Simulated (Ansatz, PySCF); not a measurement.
BI3, SMILES IB(I)I. Atoms are numbered in the order given.

```xyz
4

B      0.0000     0.0000     0.0000
I      2.1188     0.0000     0.0000
I     -1.0594    -1.8349     0.0000
I     -1.0594     1.8349     0.0000
```

The structure is a stationary point at PBE0-D3(BJ)/def2-SVP. The isomer is the one that the SMILES or the coordinates give; other isomers of the formula were not compared. The def2 effective core potentials stand for the cores of I; spin–orbit coupling is left out.

Two levels are set side by side: PBE-D3(BJ)/def2-SVP (Ansatz, a program for electronic structure) and PBE0-D3(BJ)/def2-SVP (Ansatz). Each level has its own optimised geometry; the coordinates shown are those of the second. Frequencies come from the Hessian of PySCF at each geometry. Differences are taken from unrounded values.

| quantity | PBE0-D3(BJ) | PBE-D3(BJ) | PBE-D3(BJ) minus PBE0-D3(BJ) |
|---|---|---|---|
| mean bond length (Å) | 2.119 | 2.133 | 0.015 |
| bond B1–I2 (Å) | 2.119 | 2.133 | 0.015 |
| bond B1–I3 (Å) | 2.119 | 2.133 | 0.015 |
| bond B1–I4 (Å) | 2.119 | 2.133 | 0.015 |
| highest harmonic wavenumber (cm⁻¹) | 736 | 704 | -32 |
| mean harmonic wavenumber (cm⁻¹) | 367 | 352 | -15 |
| zero-point energy (kcal/mol) | 3.15 | 3.02 | -0.13 |

Exact exchange shortens and stiffens bonds; PBE has none. Differences between two approximate levels are no errors against the true value.
